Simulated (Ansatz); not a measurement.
Ideal-gas functions of CH6InP (`[CH3][InH][PH2]`) at 298.15 K and 1 bar, from an Ansatz frequency run at PBE0-D4/def2-TZVP.

Molar mass 163.85 g/mol, point group C1 (symmetry number 1), electronic degeneracy 1, moments of inertia 49.535, 215.553, 258.47 u Å². Harmonic wavenumbers (cm⁻¹, unscaled): 17, 94, 134, 300, 336, 443, 506, 522, 633, 679, 732, 1093, 1191, 1446, 1450, 1788, 2401, 2414, 3056, 3141, 3163.

Use S(trans) = R[1.5 ln M + 2.5 ln T − 1.1517]; rotational temperatures θ = 24.2544 K / I; S(rot) = R[ln(√π/σ · √(T³/θAθBθC)) + 1.5]; for each mode x = 1.438777 ν̃/T, S = R[x/(eˣ − 1) − ln(1 − e⁻ˣ)] and H = RT x/(eˣ − 1); 1 cm⁻¹ = 0.0119627 kJ/mol; R = 8.31446 J/(mol·K).

**Question.** By hand: the entropy, in J/(mol·K).

**Answer.** Translation 172.4. Rotation: θ = 0.4896, 0.1125, 0.0938 K, giving 110.2. Vibration, mode by mode: 29.11, 14.96, 12.08, 5.93, 5.15, 3.42, 2.69, 2.53, 1.66, 1.39, 1.13, 0.27, 0.18, 0.06, 0.06, 0.01, 0.00, 0.00, 0.00, 0.00, 0.00, in all 80.6. Electronic 0.0. Sum 363.2 J/(mol·K).

**Question.** By hand: H − E and G − E in kJ/mol, counted from the electronic energy.

**Answer.** Zero-point energy ½ × 25539 × 0.0119627 = 152.8; thermal vibration 11.1; translation, rotation and pV give 4 RT = 9.9. H − E = 173.8 kJ/mol, and G − E = 173.8 − 298.15 × 363.2/1000 = 65.5 kJ/mol.

Vibration gives 22 % of the entropy, 56.1 J/(mol·K) of it from the modes under 150 cm⁻¹: soft modes count most, and the harmonic formula is weakest for them. The sum counts one conformer and one mirror image; others add a mixing term.
